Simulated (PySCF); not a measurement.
Ta(NEt)F3, C2H5F3NTa (singlet state).
Geometry (PBE0-D3(BJ)/def2-SVP, Å), atoms numbered from 1 in this order:
```
atom  x, y, z in Å
Ta1    0.1246    0.0456   -2.1836
N2     0.4516   -0.0012   -0.4632
C3     0.6512   -0.0311    0.9454
C4    -0.6645   -0.0504    1.7097
H5     1.2544   -0.9194    1.2069
H6     1.2502    0.8482    1.2449
H7    -0.4849   -0.0768    2.7949
H8    -1.2594    0.8461    1.4787
H9    -1.2592   -0.9344    1.4347
F10    1.8037    0.0721   -3.0465
F11   -0.8664    1.6199   -2.4987
F12   -0.8858   -1.5013   -2.5722
```

Level of theory: PBE0-D3(BJ)/def2-SVP geometry optimisation, gas phase, def2 core potentials past Kr (PySCF).

**Question.** Which atoms are bound to Ta1, and at what distances?

**Answer.** 4 atoms: N2 1.752 Å, F11 1.887 Å, F12 1.888 Å, F10 1.888 Å. The nearest atom not counted as bound is C3, at 3.17 Å.

**Question.** List the angles at Ta1.

**Answer.** 
```csv
angle,degrees,distance of the outer atoms (Å)
F10–Ta1–F12,113.2,3.15
F10–Ta1–F11,112.3,3.13
F11–Ta1–F12,111.6,3.12
N2–Ta1–F11,106.5,2.92
N2–Ta1–F10,106.5,2.92
N2–Ta1–F12,106.3,2.91
```

**Question.** What is the shape at Ta1?

**Answer.** Distorted tetrahedral: angles from 106.3° to 113.2°; τ4 = (360° − α − β)/141° = 0.95 with α and β the two widest (0 for a square, 1 for a tetrahedron).

**Question.** What are the other bond lengths?

**Answer.** N2–C3 1.423 Å; C3–C4 1.522 Å; C3–H5, C3–H6 1.105 Å; C4–H7, C4–H8, C4–H9 1.100 Å.

**Question.** Give some angles away from the centre.

**Answer.** Ta1–N2–C3 177.3°, N2–C3–C4 112.1°.

**Question.** What are the rotational constants (commonest isotopes, rigid rotor)?

**Answer.** A = 2479, B = 1012, C = 987.8 MHz: a near-prolate asymmetric top.

Point group: Cs (tolerance 0.08 Å). Charge 0, singlet. Not checked by PBE0-D3(BJ)/def2-SVP frequencies.
